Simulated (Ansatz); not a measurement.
Ansatz (an electronic-structure program) input (r2SCAN/def2-TZVP):

Ansatz 0.2 input:
```yaml
crystal:
  periodic: [false, false, false]
  atoms:
    - {symbol: Ge, position_ang: [-0.00000000, -0.00000000, -0.04867710]}
    - {symbol: H, position_ang: [0.00000000, 0.00000000, 1.55766720]}
basis:
  gaussian:
    orbitals: def2-TZVP
hamiltonian:
  xc: {name: r2SCAN}
magnetization: {spin_polarized: true, initial_magnetization: 1}
relax: {f_tol: 0.003, max_steps: 100}
```

Output:

```
Functional definition: r2SCAN
integrals: 0.01 GiB planned
402 factors; their error is unknown
mean field: 0.14 GiB planned
mean field evaluation 1: about -56531.5531 eV, gradient 1.0e1 eV
mean field evaluation 2: about -56531.6458 eV, gradient 1.1e1 eV
mean field evaluation 4: about -56531.9786 eV, gradient 4.2e-1 eV
mean field evaluation 8: about -56531.9711 eV, gradient 1.8e-2 eV
mean field evaluation 16: about -56531.8188 eV, gradient 3.8e0 eV
mean field -56531.97105831 eV, -2077.5116176468 hartree, gradient 6.0e-5 eV, S^2 0.756222; 4 other end points of the search recorded, 0 dependent functions left out
the calculation of the forces begins
reference -56531.97106677 eV, -2077.5116179576 hartree; 17, 16 occupied and 37, 38 virtual orbitals, 402 factors
relax step   1: F+E_penalty+E_count = -56531.97105831 eV  Δ(F+E_penalty+E_count) = +0.000e0 eV  max|allowed force component| = 1.185e-1 eV/Å  Δτ_max = 0.0000 Å  (60 SCF iters, accepted)
these checks for a lower state are left out or cut short: starts, cluster_reference, orbital_swaps, neighbouring_geometries, increment
integrals: 0.01 GiB planned
402 factors; their error is unknown
mean field: 0.14 GiB planned
mean field evaluation 32: about -56531.9805 eV, gradient 1.9e-4 eV
mean field -56531.97159534 eV, -2077.5116373820 hartree, gradient 3.7e-5 eV, S^2 0.756210; 0 other end points of the search recorded, 0 dependent functions left out
the calculation of the forces begins
reference -56531.97160379 eV, -2077.5116376926 hartree; 17, 16 occupied and 37, 38 virtual orbitals, 402 factors
relax step   2: F+E_penalty+E_count = -56531.97159534 eV  Δ(F+E_penalty+E_count) = -5.370e-4 eV  max|allowed force component| = 1.174e-2 eV/Å  Δτ_max = 0.0041 Å  (35 SCF iters, accepted)
these checks for a lower state are left out or cut short: starts, cluster_reference, orbital_swaps, neighbouring_geometries, increment
integrals: 0.01 GiB planned
402 factors; their error is unknown
mean field: 0.14 GiB planned
mean field -56531.97160053 eV, -2077.5116375730 hartree, gradient 3.0e-5 eV, S^2 0.756209; 0 other end points of the search recorded, 0 dependent functions left out
the calculation of the forces begins
reference -56531.97160899 eV, -2077.5116378836 hartree; 17, 16 occupied and 37, 38 virtual orbitals, 402 factors
relax step   3: F+E_penalty+E_count = -56531.97160053 eV  Δ(F+E_penalty+E_count) = -5.198e-6 eV  max|allowed force component| = 1.578e-5 eV/Å  Δτ_max = 0.0004 Å  (27 SCF iters, accepted)
integrals: 0.01 GiB planned
402 factors; their error is unknown
mean field: 0.14 GiB planned
mean field evaluation 64: about -56531.9716 eV, gradient 1.4e-5 eV
mean field -56531.97160053 eV, -2077.5116375730 hartree, gradient 3.0e-5 eV, S^2 0.756209; 3 other end points of the search recorded, 0 dependent functions left out
the calculation of the forces begins
reference -56531.97160899 eV, -2077.5116378836 hartree; 17, 16 occupied and 37, 38 virtual orbitals, 402 factors
Total energy: -56531.97160899 eV, -2077.5116378836 hartree
Atom 0 at    -0.000000    -0.000000    -0.044130 Å, force    -0.000000    -0.000000    -0.000016 eV/Å
Atom 1 at     0.000000     0.000000     1.553120 Å, force     0.000000     0.000000     0.000016 eV/Å
Dipole moment:    -0.000000     0.000000    -0.021803 e Å
```
